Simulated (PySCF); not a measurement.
C2Hf, SMILES [C]1[C][Hf]1 (connectivity only; charge and spin as stated), neutral, multiplicity 1. Atoms are numbered in the order given.

```xyz
3

Hf     0.0000     0.0000     0.2860
C      0.0000     0.6307    -1.7163
C      0.0000    -0.6307    -1.7163
```

Geometry optimised at PBE0-D3(BJ)/def2-TZVP. A frequency run showed that this geometry is not a minimum. The multiplicity is an assumed one; other spin states were not compared. The def2 effective core potentials stand for the cores of Hf; spin–orbit coupling is left out.

Computed with PBE0/def2-TZVPD in PySCF.

The molecule is in vacuum.

Computed frontier levels, gap, dipole moment and polarisability:
```
Item                                                                                                               Value
---------------------------------------------------------------------------------------------  -------------------------
highest occupied level                                                                                          -5.53 eV
lowest empty level                                                                                              -3.22 eV
orbital gap                                                                                                      2.30 eV
dipole moment                                                                                                     3.79 D
quadrupole, principal values (traceless, Buckingham form, about the centre of nuclear charge)      -2.46, 0.70, 1.76 D·Å
mean static polarisability                                                                        106.5 bohr³ (15.78 Å³)
polarisability, principal values                                                               100.1, 100.6, 118.8 bohr³
```
